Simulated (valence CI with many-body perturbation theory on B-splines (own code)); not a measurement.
**Level structure of Ir XLVII**

Level of theory: relativistic CI+MBPT: three valence electrons over a frozen Dirac-Fock core [Ar] 3d10, radial functions for each j: 11 s, 11 p, 9 d, 7 f, 5 g, 2 h, 1 i, with the one-electron correlation potential Σ1, the two-electron term Σ2, the three-electron term Σ3, Breit, model QED; selected CI, second order for the rest (own B-spline code, finite nucleus).

The last digits are not significant, and no measured levels were compared; by estimate large intervals hold to a few tenths of a per cent, small ones and those within an open d or f shell to about a per cent.

Levels 46 to 67 of 67, with energies above the lowest level, (4s^2 4p1/2) J=1/2. "Leading %" is the weight of the configuration and term that name the level; weights of strongly mixed levels are sums over their largest components and can fall short. In the jj column 3d3/2^4 stands for four electrons in 3d with j = 3/2. Lifetimes count E1, E2, E3, M1 and M2 decay at the calculated energies, and are blank where another channel may lead or the interval is too uncertain; long ones can be off by a factor of two.

```
No.  Configuration  Term    J  E (eV)  Leading %  Lifetime  Second component      g                Leading jj
 46            4p³   ²P°  3/2  591.44         46    459 fs      27 % 4p³ ²D°  1.261            4p3/2^3 (88 %)
 47         4s4p4f    ⁴D  7/2  595.75         29   5.22 ps    29 % 4s4p4f ⁴F  1.188     4s 4p1/2 4f7/2 (95 %)
 48         4s4p4f    ²D  5/2  597.43         24   2.88 ps    22 % 4s4p4f ²F  0.999     4s 4p1/2 4f5/2 (92 %)
 49         4s4p4f    ⁴F  3/2  598.59         53   2.85 ps    31 % 4s4p4f ²D  0.641     4s 4p1/2 4f5/2 (93 %)
 50         4s4p4f    ⁴G  9/2  602.84         34   5.84 ps    34 % 4s4p4f ²G  1.195     4s 4p1/2 4f7/2 (96 %)
 51         4s4p4f    ²G  7/2  603.96         28   3.53 ps    25 % 4s4p4f ⁴D  1.108     4s 4p1/2 4f7/2 (88 %)
 52         4s4p4f    ²F  5/2  604.89         24   2.46 ps    18 % 4s4p4f ²D  1.054     4s 4p1/2 4f7/2 (81 %)
 53          4p²4d    ²F  5/2  610.32         49   1.77 ps     26 % 4p²4d ⁴F  0.957  4p1/2 4p3/2 4d3/2 (81 %)
 54          4p²4d    ⁴D  1/2  611.63         82   1.44 ps     15 % 4p²4d ²P  0.160  4p1/2 4p3/2 4d3/2 (99 %)
 55          4p²4d    ⁴F  3/2  611.66         39   1.28 ps     25 % 4p²4d ⁴D  0.905  4p1/2 4p3/2 4d3/2 (95 %)
 56          4p²4d    ²G  7/2  620.34         29   1.24 ps     19 % 4p²4d ⁴F  1.056  4p1/2 4p3/2 4d3/2 (68 %)
 57          4p²4d    ²D  3/2  628.45         41    492 fs     26 % 4p²4d ²P  1.139  4p1/2 4p3/2 4d3/2 (93 %)
 58          4p²4d    ⁴P  1/2  630.79         37    521 fs     30 % 4p²4d ²P  1.765  4p1/2 4p3/2 4d3/2 (95 %)
 59          4p²4d    ⁴P  5/2  631.48         29    522 fs     27 % 4p²4d ²D  1.222  4p1/2 4p3/2 4d3/2 (72 %)
 60          4p²4d    ⁴D  7/2  637.11         46   1.32 ps     35 % 4p²4d ⁴F  1.306  4p1/2 4p3/2 4d5/2 (96 %)
 61          4p²4d    ²G  9/2  640.25         59   2.20 ps     34 % 4p²4d ⁴F  1.183  4p1/2 4p3/2 4d5/2 (93 %)
 62          4p²4d    ²P  3/2  643.10         49   1.16 ps     28 % 4p²4d ⁴P  1.382  4p1/2 4p3/2 4d5/2 (94 %)
 63          4p²4d    ²D  5/2  644.48         41   1.29 ps     27 % 4p²4d ²F  1.138  4p1/2 4p3/2 4d5/2 (92 %)
 64          4p²4d    ²F  7/2  655.94         50   1.01 ps     24 % 4p²4d ²G  1.086  4p1/2 4p3/2 4d5/2 (82 %)
 65          4p²4d    ²D  5/2  658.12         33    682 fs     27 % 4p²4d ⁴P  1.190  4p1/2 4p3/2 4d5/2 (81 %)
 66          4p²4d    ²D  3/2  658.36         62   1.11 ps     15 % 4p²4d ²P  0.908  4p1/2 4p3/2 4d5/2 (93 %)
 67          4p²4d    ²P  1/2  659.08         57   1.12 ps     34 % 4p²4d ²S  1.154  4p1/2 4p3/2 4d5/2 (94 %)
```
